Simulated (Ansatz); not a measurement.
Basis-set series for F₂H₄O₂Si₂, SMILES `O[SiH](F)O[SiH2]F`. Total charge 0; spin multiplicity 1. The geometry is a stationary point of PBE0-D4/def2-TZVP. It is one conformer, not always the lowest.

```csv
functional,basis,functions,energy (Eh),HOMO (eV),LUMO (eV)
PBE0-D4,def2-SVP,112,-930.73204,-9.27,1.06
PBE0-D4,def2-QZVPP,488,-931.44782,-9.40,0.07
ωB97M-V,def2-SVP,112,-931.19070,-11.52,2.87
ωB97M-V,def2-QZVPP,488,-931.91177,-11.70,1.30
```

(1) Give the rows for def2-TZVPP. (Estimate.)

## Answers

(1) Computed: 
```
functional       basis  functions  energy (Eh)  HOMO (eV)  LUMO (eV)
   PBE0-D4  def2-TZVPP        264   -931.40615      -9.37       0.38
   ωB97M-V  def2-TZVPP        264   -931.87312     -11.67       1.90
```

Positive LUMOs are unbound and depend on the basis.
